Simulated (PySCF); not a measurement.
Te(H)(Me) (CH₄Te), SMILES C[TeH]. Geometry optimised at B3LYP-D3(BJ)/def2-TZVP. The def2 effective core potentials stand for the cores of Te; spin–orbit coupling is left out.

Computed equilibrium geometry at B3LYP-D3(BJ)/def2-TZVP (PySCF confirms it by a frequency run) as bond lengths and angles, and its point group:
point group Cs.
Atoms: Te1 H2 C3 H4 H5 H6. Bonds (Å): Te1–H2 1.663, Te1–C3 2.166, C3–H4 1.085, C3–H5 1.085, C3–H6 1.087. Bond angles (°): H2–Te1–C3 93.5, Te1–C3–H4 109.7, Te1–C3–H5 109.7, Te1–C3–H6 106.1, H4–C3–H5 111.3, H4–C3–H6 109.9, H5–C3–H6 109.9.
